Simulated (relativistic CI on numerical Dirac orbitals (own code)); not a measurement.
**What each ingredient does to the levels of Hg¹⁰⁺**

Base calculation: Dirac-Coulomb-Breit CI, KLI orbitals optimised for each configuration, model QED, unscaled Slater integrals.

CI space (outside the closed core [Kr] 4d10 4f14): 5s2 5p6 5d2, 5s2 5p6 5d 6s, 5s2 5p6 5d 5f, 5s2 5p5 5d3, 5s2 5p6 6s2, 5s2 5p6 5d 6p, 5s2 5p6 5f2, 5s2 5p6 5d 5g, 5s2 5p6 6s 6p, 5s2 5p6 5f 6s, 5s 5p6 5d3, 5s2 5p6 5d 6d, 5s2 5p5 5d2 5f, 5s2 5p6 6p2, 5s2 5p6 5f 6p. Double excitations out of closed p, d and f shells are left out; levels of such configurations are missing from the list, as are those of other unlisted configurations, and high levels can miss mixing partners. Some configurations lack a partner that the ground configuration has and come out too high, among them 5s2 5p5 5d2 5f.

Variants: (1) P86 correlation estimate; (2) configuration mixing switched off; (3) one mean potential for all configurations. Shifts of the energy above 5s2 5p6 5d2 3F_2, in cm⁻¹, for the lowest level and the first level of each name with at least 55 % of one term (blank where a level changes its place among those of its configuration and J or its character, or is not in the variant):

```tsv
Level	Base	Δ(1)	Δ(2)	Δ(3)
5s2 5p6 5d2 3F_2	0	0	0	0
5s2 5p6 5d2 3F_3	20152	0	-35	-89
5s2 5p6 5d2 3P_0	23593	+5	+773	-11
5s2 5p6 5d2 3F_4	33005	+2	+329	-106
5s2 5p6 5d2 3P_1	36736	+4	+921	-79
5s2 5p6 5d2 1G_4	53748	+6	+864	-146
5s2 5p6 5d2 1S_0	95669	+5	-1579	-221
5s2 5p6 5d 6s 3D_1	317598	+6334	-9336	-822
5s2 5p6 5d 6s 3D_2	320312	+6335	-8985	-795
5s2 5p6 5d 6s 3D_3	341687	+6335	-9217	-762
5s2 5p6 5d 6s 1D_2	348220	+6336	-8456	-692
5s2 5p6 5d 6p 3F°_2	433730	+7315	-9596	-721
5s2 5p6 5d 6p 3D°_1	439555	+7293	-8598	-580
5s2 5p5 5d3 5D°_0	476859	+1458	-10711	-727
```

At this charge transitions that keep the count of f electrons are usually good to a few per cent. Terms inside the open d or f shell come out 10 to 20 % too wide with unscaled integrals. Levels and lines within the n = 5 or 6 shells can be off by up to 10 % or somewhat more, and those that change n by about 2 %, since core polarisation is missing. Levels that differ in their count of f electrons can be misplaced by several ten thousand cm⁻¹, since the correlation energy of f electrons is missing or only estimated; rates across such gaps can be off by orders of magnitude.

Ionisation energy from one configuration of each of the two ions, the ground ones as tabulated or assumed: base 172.896 eV; P86 correlation estimate 174.386 eV. The NIST ASD value (theoretical) is 173 ± 2.4 eV.

LS names give the leading component of a level, which can be under half, so a name can repeat, a term be missing and a line seem to break the LS rules.
